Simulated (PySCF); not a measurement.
FH6NOSi2, SMILES O[Si@H](F)N[SiH3].

Geometry optimised at PBE0-D3(BJ)/def2-SVP. The structure was generated by enumeration; whether it is a known compound was not checked. One conformer was computed; it need not be the lowest.

Two levels are set side by side: PBE/def2-TZVP (PySCF) and ωB97X/def2-TZVP (PySCF). Same geometry, gas phase. Differences are taken from unrounded values.

```
quantity                      ωB97X    PBE  PBE minus ωB97X
---------------------------  ------  -----  ---------------
orbital gap (eV)              12.62   5.96            -6.67
highest occupied level (eV)  -10.53  -6.69             3.83
lowest empty level (eV)        2.10  -0.74            -2.83
dipole moment (D)              2.87   2.71            -0.16
mean polarisability (bohr³)    58.4   62.1              3.7
```

PBE's occupied levels lie high since its potential decays too fast outside the molecule; exact exchange lowers them and widens the gap. PBE's more diffuse valence density responds more strongly to a field. Differences between two approximate levels are no errors against the true value.

Rough cost on one machine, each run with all the roots and properties that it gave: ωB97X against PBE within a factor of 2.
